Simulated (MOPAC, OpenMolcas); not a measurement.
# A ladder of methods for GeHCl3 (SMILES [Cl][GeH]([Cl])[Cl])

The species is GeHCl3 (5 atoms), meant as a singlet with charge 0. As SMILES, `[Cl][GeH]([Cl])[Cl]`. Geometry: relaxed at PBE0-D4/def2-TZVP.

Each level gives the HOMO–LUMO gap (eV). The values are calculated.

```csv
level,kind,program,value (eV)
PM7,semi-empirical,MOPAC,8.83
HF/cc-pVDZ,Hartree–Fock,OpenMolcas,15.36
SVWN5/cc-pVDZ,LDA,OpenMolcas,5.39
BLYP/cc-pVDZ,GGA,OpenMolcas,5.39
r2SCAN/cc-pVDZ,meta-GGA,OpenMolcas,6.15
BHLYP/cc-pVDZ,global hybrid,OpenMolcas,10.29
B2PLYP/cc-pVDZ,double hybrid,OpenMolcas,10.60
```

All-electron rows without a relativistic Hamiltonian named are non-relativistic. The values span 5.39 to 15.36 eV. Orbital gaps aren't excitation energies, and those of double hybrids come from the SCF part alone; they tend to grow with the share of exact exchange.
